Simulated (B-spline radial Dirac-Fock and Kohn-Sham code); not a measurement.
ΔSCF core binding energies without Breit or QED terms, calculated with a radial finite-basis atomic code.

A sound run for Ho⁶⁺ in the configuration [Kr] 4d10 4f9 5s2 5p4: The ground state converged in 11 iterations, with total energy -12612.31402 Ha, virial ratio 1.90907 and highest orbital energy -103.22 eV. ΔSCF binding energies: K (1s) 55965.4 eV, L3 (2p3/2) 8190.2 eV, M5 (3d5/2) 1454.6 eV.

A second run, with one unsound setting: The ground state converged in 13 iterations, with total energy -15472.19090 Ha, virial ratio 1.16327 and highest orbital energy -69.28 eV. ΔSCF binding energies: K (1s) 27995.5 eV, L3 (2p3/2) 13728.3 eV, M5 (3d5/2) 1051.0 eV.

```
iter   energy (Ha)        error
   1   -12472.26131054  5.23e+01
   2   -15195.91518822  2.55e+01
   3   -15461.44855563  3.51e+00
   4   -15469.49667112  1.82e+00
   5   -15472.13235878  5.36e-01
   6   -15472.18239302  1.10e-01
   7   -15472.18684317  7.27e-02
   8   -15472.19060836  5.34e-03
   9   -15472.19084750  1.83e-03
  13   -15472.19089839  1.40e-08
```

**Question.** Which fault fits the second run best?
A. tolerance below the noise
B. mesh too coarse
C. nuclear radius in wrong units
D. speed of light below Z

**Answer.** D. The input had c_factor = 0.2383: c_factor makes c so small that Zα exceeds 1, so any numbers that come out have no meaning.
